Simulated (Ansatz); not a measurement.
This geometry of C2H7NOSSi2 (14 atoms, charge 0, multiplicity 1) is a first-order saddle point.

Computed with Ansatz 0.2.0, RKS revPBE-D4/6-31G.

```xyz
14
Properties=species:S:1:pos:R:3
O 0.395 -2.422 -0.396
Si -0.081 -0.877 0.290
S -1.107 -1.120 2.297
C -1.363 0.021 -0.889
N -0.993 1.426 -1.203
C 0.161 1.908 -0.845
Si 1.486 0.869 0.163
H 0.306 -3.240 0.142
H 0.030 -1.155 3.095
H -1.417 -0.538 -1.840
H -2.378 0.024 -0.459
H 0.367 2.949 -1.129
H 1.857 1.549 1.461
H 2.724 0.577 -0.656
```

(1) Which two structures does it join? (They come from a converged band through this point; their orientation in space is the band's.)

(2) How far does it lie above each of them?

Answers

(1) No bond is made or broken. The dihedral H8–O1–Si2–S3 goes from 53 to -59°.

Initial state:

```xyz
14
Properties=species:S:1:pos:R:3
O 0.681 -2.330 -0.196
Si -0.041 -0.830 0.375
S -1.142 -1.119 2.332
C -1.369 0.016 -0.805
N -0.952 1.361 -1.292
C 0.202 1.862 -0.964
Si 1.488 0.930 0.186
H 0.096 -3.120 -0.281
H -0.058 -1.490 3.119
H -1.555 -0.615 -1.694
H -2.338 0.130 -0.289
H 0.432 2.858 -1.369
H 1.769 1.707 1.451
H 2.773 0.612 -0.543
```

Final state:

```xyz
14
Properties=species:S:1:pos:R:3
O 0.166 -2.416 -0.503
Si -0.153 -0.891 0.314
S -1.106 -1.165 2.353
C -1.416 0.042 -0.848
N -0.964 1.397 -1.256
C 0.199 1.851 -0.895
Si 1.455 0.824 0.212
H 0.759 -3.072 -0.071
H 0.049 -1.078 3.119
H -1.562 -0.564 -1.761
H -2.404 0.145 -0.369
H 0.462 2.860 -1.244
H 1.768 1.532 1.512
H 2.734 0.506 -0.533
```

(2) 1.2 kcal/mol above the first and 0.7 kcal/mol above the second. This is the barrier of this one path; another mechanism may lie lower. Limits of this set-up: no polarisation functions.

Run time: 7.3 min on 1 thread of Intel(R) Xeon(R) Platinum 8375C CPU @ 2.90GHz (Ice Lake), with other jobs on the host, peak memory 0.17 GiB.
